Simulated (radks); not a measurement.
The numbers below are computed, except where a source is named.
Question: Isoelectronic series with 4 electrons, all held in the configuration [He] 2s2, which need not be the ground one along the series. Level of theory: non-relativistic Kohn-Sham, LDA (Slater exchange, Perdew-Wang correlation), spin-polarised, spherical densities, point nucleus (a radial shooting solver on a logarithmic mesh with Libxc functionals). Total energies (hartree) and mean radii <r> (bohr):

ion    E (hartree)      2s       1s
Be       -14.44647   2.620   0.4251
C2+      -36.12895   1.367   0.2722
O4+      -67.80993  0.9342   0.1999
Ne6+    -109.48725  0.7110   0.1579
Mg8+    -161.16158  0.5742   0.1305
S12+    -294.50378  0.4149  0.09682
Ar14+   -376.17252  0.3644  0.08576
Ca16+   -467.84007  0.3249  0.07696
Ti18+   -569.50665  0.2931  0.06980
Cr20+   -681.17239  0.2670  0.06386
Fe22+   -802.83743  0.2452  0.05885
Ni24+   -934.50186  0.2266  0.05457
Zn26+  -1076.16576  0.2107  0.05087
Ge28+  -1227.82920  0.1969  0.04764
Se30+  -1389.49222  0.1847  0.04479

Estimate the row of Si10+.

Answer: E (hartree) -222.83359; 2s 0.4817; 1s 0.1112.
